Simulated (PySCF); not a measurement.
**Orbital picture of CsSi**

TPSS at R = 3.359 Å; basis Cs def2-SVP with ECP46, Si def2-SVP; scalar-relativistic core potentials; PySCF 2.14. State: ⁴Σ⁻ (quartet), unpaired electrons σ ↑, π ↑↑. Only the outer orbitals are listed, counted within each symmetry, core potentials removing the inner ones.

| spin | orbital | occ. | ε (eV) | on Cs (%) | main shells (%) |
| --- | --- | --- | --- | --- | --- |
| α | 4σ | 1 | -27.74 | 100 | 100 Cs s |
| α | 2π | 1 | -14.10 | 100 | 100 Cs p |
| α | 2π | 1 | -14.10 | 100 | 100 Cs p |
| α | 5σ | 1 | -14.02 | 98 | 98 Cs p |
| α | 6σ | 1 | -9.23 | 3 | 97 Si s |
| α | 7σ | 1 | -3.06 | 20 | 79 Si p, 16 Cs s |
| α | 3π | 1 | -2.88 | 12 | 88 Si p, 8 Cs d |
| α | 3π | 1 | -2.88 | 12 | 88 Si p, 8 Cs d |
| α | 8σ | 0 | -1.62 | 90 | 76 Cs s, 12 Cs p, 10 Si p |
| α | 4π | 0 | -0.54 | 100 | 81 Cs p, 19 Cs d |
| α | 4π | 0 | -0.54 | 100 | 81 Cs p, 19 Cs d |
| β | 4σ | 1 | -27.69 | 100 | 100 Cs s |
| β | 2π | 1 | -14.06 | 100 | 100 Cs p |
| β | 2π | 1 | -14.06 | 100 | 100 Cs p |
| β | 5σ | 1 | -13.91 | 99 | 99 Cs p |
| β | 6σ | 1 | -6.93 | 6 | 94 Si s |
| β | 7σ | 0 | -1.73 | 81 | 75 Cs s, 18 Si p |
| β | 3π | 0 | -1.05 | 34 | 66 Si p, 22 Cs d, 12 Cs p |
| β | 3π | 0 | -1.05 | 34 | 66 Si p, 22 Cs d, 12 Cs p |

Task: Which are the highest filled and the lowest empty level, where do they sit, and how wide is the gap?

Result: Highest filled α 3π at -2.88 eV (in %: 88 Si p, 8 Cs d); lowest empty β 7σ at -1.73 eV (in %: 75 Cs s, 18 Si p); the gap at TPSS is 1.15 eV.

| Property | Result |
| --- | --- |
| bond order (Mayer) | 0.86 |
| ⟨S²⟩ | 3.751 |
| charge on Cs (Mulliken, basis-dependent) | 0.51 |
| charge on Cs (Löwdin, basis-dependent) | 0.23 |
| dipole moment (positive dipole means Cs(−)Si(+)) | -9.96 D |

Spin–orbit coupling is left out. The state was picked by a PBE0 search and need not be the measured ground state.
